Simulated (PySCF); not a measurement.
**Si4H10NF**

Si4H10NF is a small molecule, neutral, singlet. The structure, one conformer, was relaxed in the gas phase by PBE0-D3(BJ)/def2-SVP. No frequency run checks that it is a minimum.

SMILES: F[Si]([SiH3])([SiH3])N[SiH3]

```xyz
16

Si   -0.303    0.229   -0.703
Si    2.044    0.273   -0.630
Si   -1.148   -1.714   -1.709
N    -0.990    0.369    0.879
Si   -0.304    1.073    2.325
F    -0.758    1.490   -1.651
H     2.545   -0.653    0.433
H     2.575    1.648   -0.385
H     2.546   -0.207   -1.955
H    -0.781   -1.779   -3.156
H    -0.579   -2.909   -1.012
H    -2.640   -1.758   -1.581
H    -1.967    0.091    0.950
H    -1.063    2.279    2.777
H    -0.284    0.092    3.452
H     1.095    1.465    1.986
```
(Å; atoms numbered from 1)

Shieldings: GIAO PBE0/pcSseg-1. Shifts are against computed references at the same level: H TMS (σ 31.27 ppm), Si TMS (σ 352.0 ppm). Core levels by delta-SCF with SCAN, pcX-2 on the ionised atom and pcseg-1 elsewhere, spin-free X2C (2p3/2 is the spin-free 2p value less a third of a first-order spin-orbit splitting); from the vacuum level, for chosen atoms.

(1) Give the NMR and core-level values of the distinct atoms.

(2) Which of Si1, Si2, Si3 holds its core electrons tightest, and by how much against the loosest?

(3) By CAM-B3LYP/def2-SVPD (TDDFT singlets, Tamm-Dancoff triplets, ionisation by delta-SCF), where does absorption start, and what does vertical ionisation take?

Answers

(1) 
| atoms | bonded to | σ (ppm) | δ (ppm) | core level (eV) |
| --- | --- | --- | --- | --- |
| Si1 | 1 F + 1 N + 2 Si | 327.5 | 24.5 | 2p3/2 107.33 |
| Si2 | 1 Si + 3 H | 460.6 | -108.6 | 2p3/2 106.52 |
| Si3 | 1 Si + 3 H | 459.2 | -107.2 | 2p3/2 106.52 |
| N4 | 2 Si + 1 H | 219.7 | - | 1s 404.45 |
| Si5 | 1 N + 3 H | 400.5 | -48.5 | - |
| F6 | 1 Si | 316.8 | - | 1s 691.54 |
| H7 H8 H9 | 1 Si | 27.69 | 3.58 | - |
| H10 H11 H12 | 1 Si | 27.85 | 3.42 | - |
| H13 | 1 N | 30.16 | 1.10 | - |
| H14 H15 H16 | 1 Si | 26.54 | 4.73 | - |

Values are those of this one static structure, with the three H of a rotating XH3 group averaged; atoms that internal rotation interchanges would show their mean in an NMR spectrum.

(2) Si1 (bonded to 1 F + 1 N + 2 Si), by 0.82 eV over Si3 (bonded to 1 Si + 3 H).

(3) The lowest singlet lies at 6.11 eV (f 0.086), the strongest of the first 6 at 7.56 eV (f 0.443), the lowest triplet at 5.32 eV; vertical ionisation takes 9.56 eV.

The 3 runs behind this took 2.9 min in all, one thread each of Intel Xeon 6975P-C on a shared host, launched as `OMP_NUM_THREADS=1 python cluster_run.py task.json out`.
